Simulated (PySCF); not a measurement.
# Excitation energies in several basis sets

Compound: C₄H₃F₃.
SMILES: `C#C[C@H](F)C(F)F`

TDDFT with PBE0 (PySCF), vertical singlets, core orbitals frozen in the response, spherical d and f functions. Geometry: PBE0-D3(BJ)/def2-SVP, one conformer, isolated molecule.

Task: Compare 6-31G*, def2-SVP, 6-31+G*, def2-SVPD, aug-cc-pVDZ, def2-TZVP and def2-TZVPD for this molecule.

Result: 

```
      basis  functions  diffuse  S1 (eV)  S2 (eV)  S3 (eV)  S4 (eV)  S5 (eV)  LUMO (eV)  α (au)
     6-31G*        104       no     6.31     6.88     7.10     8.42     9.09       0.31    38.2
   def2-SVP        113       no     6.28     6.84     7.07     8.39     9.00      -0.02    39.0
    6-31+G*        132      yes     6.14     6.68     6.94     7.88     8.15      -0.41    45.8
  def2-SVPD        173      yes     6.16     6.71     6.97     8.22     8.35      -0.40    49.3
aug-cc-pVDZ        188      yes     6.11     6.64     6.90     7.56     7.85      -0.44    50.2
  def2-TZVP        235       no     6.15     6.69     6.94     8.31     8.79      -0.28    46.3
 def2-TZVPD        295      yes     6.11     6.64     6.90     7.82     8.11      -0.42    50.6
```

States are compared by their number. Against the largest diffuse basis here (def2-TZVPD, itself not a converged limit), sets without diffuse functions differ by up to 0.20 eV in S1 and 0.98 eV in S5; the smaller diffuse sets differ by up to 0.06 and 0.27 eV. State by state, the largest deviation of a set without diffuse functions is S1 0.20, S2 0.23, S3 0.20, S4 0.59, S5 0.98 eV. The same number needn't mean the same state in each row. Against def2-TZVPD the polarisability deviates by -24% in 6-31G*, -23% in def2-SVP, -9% in 6-31+G*, -3% in def2-SVPD, -1% in aug-cc-pVDZ, -8% in def2-TZVP. A single + in a Pople set puts diffuse functions on heavy atoms only.
